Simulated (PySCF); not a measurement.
Electronic structure of Ce⁴⁵⁺ (cerium, charge +45) at the BHandHLYP level

Configuration: [Ne] 3s2 3p1, 2P determinant. Computed with PySCF 2.14 in an uncontracted even-tempered set (18 s from 8.8 bohr⁻², ratio 2.5; 12 p from 11 bohr⁻², ratio 2.5; 4 d from 46 bohr⁻², ratio 2.7; 4 f from 69 bohr⁻², ratio 2.7), with scalar relativity by spin-free X2C-1e.

```json
{
 "Total energy": "-6913.35 hartree",
 "One-electron energy": "-7569.14 hartree",
 "Hartree (Coulomb) energy": "769.97 hartree",
 "Exchange-correlation energy": "-114.17 hartree",
 "⟨S²⟩": "0.7503",
 "⟨L²⟩": "2.001",
 "Sum of ⟨r⟩": "1.537 bohr",
 "Sum of ⟨r²⟩": "0.2968 bohr²",
 "Traceless quadrupole moment −½Σ⟨3z² − r²⟩ along its main axis": "-0.0271 e·bohr²"
}
```

```
shell  electrons  mean orbital energy (eV)  spread (eV)  rms radius, mean of both spins (bohr)
 1s α          1                  -43444.5            0                                 0.0280
 1s β          1                  -43440.3            0                                 0.0280
 2s α          1                   -9386.8            0                                  0.112
 2s β          1                   -9383.9            0                                  0.112
 2p α          3                   -8737.8        1.592                                 0.0996
 2p β          3                   -8732.9        8.205                                 0.0996
 3s α          1                   -3767.9            0                                  0.267
 3s β          1                   -3752.0            0                                  0.267
 3p α          1                   -3574.7            0                                  0.261
```

Spin-orbit coupling, absent here, splits the open shell strongly.

Densities and radii are taken from the X2C orbitals without a picture-change correction, which distorts them close to the nucleus.
